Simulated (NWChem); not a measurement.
**Correlation energy of BCl**

```xyz
2

B      0.0000     0.0000    -1.3285
Cl     0.0000     0.0000     0.3907
```
Charge 0, spin multiplicity 1.

Everything below was run with NWChem. The geometry was optimised at PBE0/def2-SVP, a minimum by its harmonic frequencies.

Basis set: cc-pVQZ. Each correlation energy counts from its own Hartree-Fock reference.

```
method        correlation energy (mHa)  difference from CCSD(T)
------------  ------------------------  -----------------------
CR-CCSD(T)                      -322.6                     +3.1
MP2                             -283.1                    +42.5
CCSD(T)                         -325.6                      0.0
CCSD                            -310.1                    +15.6
RI-MP2                          -283.1                    +42.5
CCSD+T(CCSD)                    -326.0                     -0.4
CR-CCSD[T]                      -322.9                     +2.7
SCS-MP2                         -285.1                    +40.6
```

The values span 42.9 mHa, from CCSD+T(CCSD) (lowest) to RI-MP2 (highest). 

The correlated methods keep 6 core orbitals frozen. The structure started from a generated list of species. Differences from the coupled-cluster row are differences between methods, not errors against experiment.
